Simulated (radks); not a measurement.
Initial-state core-level shifts of the promethium ion Pm2+ when its valence configuration changes from [Xe] 4f5. Calculated with a radial shooting solver on a logarithmic mesh with Libxc functionals: Dirac Kohn-Sham, LDA (Slater exchange, Perdew-Wang correlation), spin-unpolarised, spherical densities, finite nucleus; open shells fill j = l - 1/2 first; Fermi nuclear charge, rms radius 4.962 fm. Shifts are changes of the shell-averaged eigenvalues in eV (positive: less bound); the change of the density at the nucleus, which sets a Mossbauer isomer shift, is in e/bohr^3, on a base of 4.907e+05.

valence                   2s       3s       3d       5p  density at nucleus
4f4 6s1               -9.688  -10.580  -10.478   -5.200              +65.60
4f3 5d2              -15.032  -17.212  -16.946   -5.668              +53.26
4f3 6s1 6p1          -22.115  -24.145  -23.917  -11.608             +109.13
4f2.5 5d0.5 6s1 6p1  -26.727  -29.454  -29.143  -13.133             +127.45
4f1.5 5d1.5 6s1 6p1  -36.557  -40.825  -40.333  -16.153             +166.74
4f1.5 5d1.5 6s2      -35.660  -39.921  -39.429  -15.318             +211.24
4f4.5 6s0.5           -4.593   -5.006   -4.959   -2.540              +30.63
4f4 6p1              -10.643  -11.533  -11.432   -6.101              +29.62
4f4 5d1               -6.907   -7.873   -7.754   -2.783              +23.93
